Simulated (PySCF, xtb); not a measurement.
1,2-difluorocyclopenta-1,3-diene (C5H4F2), SMILES C1(=C(F)C=CC1)F.

xtb with GFN2-xTB at its own geometry gives an orbital gap of 3.62 eV and a dipole moment of 3.76 D.

Geometry: B3LYP-D3(BJ)/def2-SVP. The values are those of a single conformer.

What does CAM-B3LYP/def2-TZVP (PySCF) give? (Estimate from the structure and the level; the computed values follow.)

gap 8.04 eV (levels -7.73 and 0.31 eV), dipole 2.64 D.
